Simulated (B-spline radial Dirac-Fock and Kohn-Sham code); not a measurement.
Calculated with an atomic code on a B-spline grid, using Dirac-Fock densities.

Question: This computed X-ray form factor belongs to an atom or ion in its tabulated ground configuration. Which?

```
sin θ/λ (Å⁻¹)      f₀
         0.05  37.953
         0.35  35.809
         0.45  34.501
          0.7  30.482
          0.9  27.019
            1  25.350
          3.5   7.235
            4   6.036
            5   4.807
```

Answer: Os³⁸⁺, with 38 electrons in [Kr] 4d2. f₀ tends to the number of electrons as s goes to zero, which the first rows give only roughly, and the rate of fall reflects the nuclear charge, 76.
